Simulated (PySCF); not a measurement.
**Vibration and rotation of LaH**

UHF-CCSD(T) constants of LaH, triplet, about 0.0 electrons in the 4f shell (Mulliken) (basis La x2c-TZVPall, H x2c-TZVPall; spin-free X2C with a Gaussian nucleus; PySCF 2.14; masses 138.9063 and 1.0078 u):

* ωe: 1404.9 cm⁻¹
* ωexe: 19.5 cm⁻¹
* Be: 3.8436 cm⁻¹
* αe: 0.0709 cm⁻¹
* D (centrifugal): 0.000115 cm⁻¹

Question: Give the vibrational terms G(v) and spacings up to v = 6.

Answer: G(v) = ωe(v+½) − ωexe(v+½)².

```csv
v,G(v) (cm⁻¹),G(v) − G(v−1),Bv (cm⁻¹)
0,698,,3.808
1,2063,1366,3.737
2,3390,1327,3.666
3,4678,1288,3.595
4,5927,1249,3.525
5,7137,1210,3.454
6,8308,1171,3.383
```

Correlated steps freeze 18 core orbitals. Spin–orbit coupling is left out, which matters for elements this heavy, above all for dissociation energies. The state is the lowest single determinant that the PBE0 search found; with open d or f shells the true ground state can be another one.
